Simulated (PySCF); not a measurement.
All values below come from B3LYP-D3(BJ)/def2-TZVP (PySCF). All species are isolated molecules in the gas phase. B3LYP has the VWN-RPA correlation part, as in Gaussian. Delta-SCF ions had no search for a lower state. 

Reference species (SMILES): `S=C=C` (neutral, multiplicity 1).

```yaml
HOMO–LUMO gap: 4.03 eV
S1 oscillator strength: 0.000
vertical ionisation energy (Delta-SCF): 8.90 eV
adiabatic ionisation energy (no zero-point term): 8.84 eV
```

Changed species: `S=[Si]=S`.

Predict the effect on the HOMO–LUMO gap, S1 oscillator strength, vertical ionisation energy (Delta-SCF) and adiabatic ionisation energy (no zero-point term).

the HOMO–LUMO gap rises by 1.29 eV, to 5.32 eV; the S1 oscillator strength is nearly the same; the vertical ionisation energy (Delta-SCF) rises by 1.22 eV, to 10.12 eV; the adiabatic ionisation energy (no zero-point term) rises by 1.26 eV, to 10.10 eV.
